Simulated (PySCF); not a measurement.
Computed properties of CH5ClFNSi2, SMILES F[Si@@H]1CN[Si@H]1Cl

CH5ClFNSi2, SMILES Cl[Si@@H]1NC[Si@H]1F. Geometry optimised at B3LYP-D3(BJ)/def2-SVP. The structure was generated by enumeration; whether it is a known compound was not checked. One conformer was computed; it need not be the lowest. All values are computed for the isolated molecule unless a solvent is named; none is compared with measurement here.

**Structure.** All 27 harmonic modes at B3LYP-D3(BJ)/def2-SVP (PySCF) are real, so it is a minimum. With heavy atoms numbered as in [F:1][Si@@H:2]1[CH2:3][NH:4][Si@H:5]1[Cl:6], the shortest bond between them is C3–N4 at 1.476 Å and the longest Si2–Si5 at 2.333 Å.

**Vibrations.** The strongest infrared lines (harmonic, unscaled, degenerate partners summed) lie at 858 cm⁻¹ (181 km/mol, H 61 %, Si 20 %, N 17 %), 2234 cm⁻¹ (180 km/mol, H 97 %), 679 cm⁻¹ (163 km/mol, H 53 %, C 22 %, Si 20 %). The softest mode is at 73 cm⁻¹ and the zero-point energy is 41.8 kcal/mol.

**Electronic structure.** PBE0/def2-TZVP (PySCF) places the frontier levels at -7.41 and -0.80 eV, a gap of 6.61 eV, and gives a dipole moment of 1.97 D and a mean polarisability of 79.6 bohr³. PBE/def2-TZVP (PySCF) at the same geometry gives -6.08 and -1.65 eV, so its gap is 2.18 eV narrower. An orbital gap is neither the optical nor the fundamental gap.

**Excitations.** TDDFT-PBE0/def2-SVPD (PySCF) has S1 at 5.42 eV (229 nm, f = 0.012, weak); the most intense of the 10 singlets computed lies at 6.62 eV (f = 0.12). T1 (TDA) is at 4.85 eV. TDDFT-PBE/def2-SVPD (PySCF) puts S1 at 4.70 eV. No vertical singlet excitation falls in the visible range (under 3.1 eV).

**NMR.** GIAO shifts at B3LYP/pcSseg-1 (PySCF) (non-relativistic, atoms alike by connectivity averaged): ¹³C at 49.8 ppm against TMS; ¹H from 2.0 to 6.3 ppm against TMS; ²⁹Si from 12.1 to 48.8 ppm against TMS; ¹⁹F at -215.2 ppm against CFCl3. Without spin–orbit terms, shifts of atoms bonded to Cl or Br come out too high.
